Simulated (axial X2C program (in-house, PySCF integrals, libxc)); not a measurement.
## InH: nuclear properties from DFT to coupled cluster

Calculated with an in-house all-electron X2C program for linear molecules (integrals from PySCF): two-component X2C with atomic mean-field Coulomb and Gaunt terms, Gaussian nuclei, basis In dyall-acv3z, H dyall-av3z with contracted cores.

R = 1.850 Å (near the PBE0 minimum at charge 0 of the determinant lowest at the starting distance; the state shown can have its own minimum elsewhere); state Ω = 0 (closed shell).

| level | qzz In (a.u.) | qzz H (a.u.) | μ (D) |
| --- | --- | --- | --- |
| PBE0 | -6.83 | 0.06 | -0.80 |
| HF | -6.87 | 0.06 | -0.57 |
| B3LYP | -6.76 | 0.06 | -0.94 |

qzz is the electric field gradient, eQq0 = 234.96 MHz × Q/barn × qzz; μ is positive if the H end (last atom) is positive. The operators were transformed with the bare-nucleus X2C matrices; with these basis sets, hyperfine constants and field gradients can be off by tens of per cent, and where levels differ in sign neither size nor sign is settled.

Finite-field MP2, CCSD and CCSD(T), with 14 electrons correlated in 130 natural virtual spinors (MP2 remainder added):

```json
{"level": "MP2", "qzz In (a.u.)": "-6.54", "qzz H (a.u.)": "0.06", "μ (D)": "-1.11"}
{"level": "CCSD", "qzz In (a.u.)": "-6.50", "qzz H (a.u.)": "0.06", "μ (D)": "-0.88"}
{"level": "CCSD(T)", "qzz In (a.u.)": "-6.45", "qzz H (a.u.)": "0.06", "μ (D)": "-0.89"}
```

T1 = 0.016 (Lee–Taylor). One unrestricted determinant, the lowest of a limited PBE0 search, is the reference; the functionals treat spin collinearly. Correlation of the inner shells is missing, which matters for properties at the nucleus. Number of frozen shells: In 4 s, 3 p, 1 d; H none.

Q: By how much does correlation change each value, CCSD(T) against HF?

A: qzz In -6 %; qzz H 0 %; μ 56 %.
